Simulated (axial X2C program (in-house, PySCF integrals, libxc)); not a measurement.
## Spin–orbit effects down a group: molecules with Cu, HF

All values come from calculations with an in-house relativistic program for diatomic molecules, spin-free (one-electron X2C) or two-component (2c: spin–orbit coupling with atomic mean-field Coulomb and Gaunt terms, which also bring small scalar terms), in Dyall basis sets with cores contracted in-house; open shells are unrestricted.

Basis sets: Al dyall-v3z, B dyall-v3z, Cu dyall-cv3z, In dyall-cv3z.

```json
{"molecule": "CuB", "spin-free state": "M_S = 0, Λ = 0", "Re (Å)": "2.136", "ωe (cm⁻¹)": "401.6", "De (eV)": "n/a", "2c state": "Ω = 0", "Re 2c (Å)": "2.137", "ωe 2c (cm⁻¹)": "401.3", "De 2c (eV)": "n/a"}
{"molecule": "AlCu", "spin-free state": "M_S = 0, Λ = 0", "Re (Å)": "2.582", "ωe (cm⁻¹)": "218.8", "De (eV)": "n/a", "2c state": "Ω = 0", "Re 2c (Å)": "2.583", "ωe 2c (cm⁻¹)": "218.6", "De 2c (eV)": "n/a"}
{"molecule": "CuIn", "spin-free state": "M_S = 0, Λ = 0", "Re (Å)": "2.751", "ωe (cm⁻¹)": "143.9", "De (eV)": "n/a", "2c state": "Ω = 0", "Re 2c (Å)": "2.749", "ωe 2c (cm⁻¹)": "143.9", "De 2c (eV)": "n/a"}
```

Each entry is the lowest single determinant of a limited PBE0 search at one distance. De goes to single-determinant-based atoms at the same level (for ions the charge split of lowest energy) and is withheld (n/a) where an atom does not fit its ground term or J level. Main or longest-lived isotopes.
